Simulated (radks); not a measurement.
Q: Pr XXX, configuration [Ar] 3d10 4s2 (the NIST ground configuration). Calculated with a radial shooting solver on a logarithmic mesh with Libxc functionals: scalar-relativistic Kohn-Sham, PBE, spin-polarised, spherical densities, finite nucleus; Fermi nuclear charge, rms radius 4.8919 fm. Some entries of the table are withheld. Estimate them.

orbital,occ.,eigenvalue (hartree),<1/r> (bohr^-1),<r^2> (bohr^2)
1s,2,-1574.704,(1),0.0007895
2s,2,-284.4420,14.96,0.01248
2p,6,-258.5967,(2),0.009956
3s,2,-88.44584,5.525,(3)
3p,6,(4),5.239,0.08131
3d,10,-68.95715,4.984,(5)
4s,2,-40.90256,2.633,(6)

A: 
(1) 1s <1/r> (bohr^-1): 64.69
(2) 2p <1/r> (bohr^-1): 14.13
(3) 3s <r^2> (bohr^2): 0.08204
(4) 3p eigenvalue (hartree): -80.23365
(5) 3d <r^2> (bohr^2): 0.06784
(6) 4s <r^2> (bohr^2): 0.3386
